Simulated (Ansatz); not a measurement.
Consider the ligand exchange at the Si–C bond: `CSC(F)[SiH3]` + `[OH][Sc]([F])[F]` → `[F][Sc]([F])[O][SiH3]` + `CSCF`.

Program: Ansatz. Geometries: PBE0-D4/def2-TZVP. ΔE: electronic, gas phase. CCSD(T)/CBS adds triple-zeta CCSD(T) − MP2 to the extrapolated MP2 energy (def2 sets, frozen cores). Functionals use def2-TZVPP. B3LYP here is the variant with VWN-RPA as its local correlation; programs differ in this. For Sc outer-core shells are correlated without core-valence functions, which leaves a few kJ/mol of doubt a bond. Scalar relativity is left out up to krypton. Each species was taken in one conformer, which may not be the lowest.

```json
{"level": "PBE-D4", "ΔE (eV)": "-1.14"}
{"level": "B3LYP-D4", "ΔE (eV)": "-1.30"}
{"level": "ωB97X-V", "ΔE (eV)": "-1.29"}
{"level": "ωB97M-V", "ΔE (eV)": "-1.27"}
{"level": "r2SCAN", "ΔE (eV)": "-1.29"}
{"level": "PBE0", "ΔE (eV)": "-1.25"}
{"level": "B3LYP", "ΔE (eV)": "-1.36"}
{"level": "SCS-MP2/def2-TZVPP", "ΔE (eV)": "-1.40"}
```

What does CCSD(T)/CBS give? (An estimate is asked.)

Ansatz gave: -1.33 eV. The listed levels differ from it by 0.19, 0.03, 0.04, 0.06, 0.04, 0.08, -0.03, -0.07 eV.

Largest T1 diagnostic among the species: 0.017.

In def2-TZVPP, CCSD(T) changes the Hartree–Fock value by +0.28 eV (the triples alone add +0.04 eV) and MP2 by +0.27 eV. The D4 term adds +0.06 eV with B3LYP and +0.03 eV with PBE0; it sums over pairs of atoms, weighted by their polarisabilities, and B3LYP, whose exchange is more repulsive, gets the larger term.
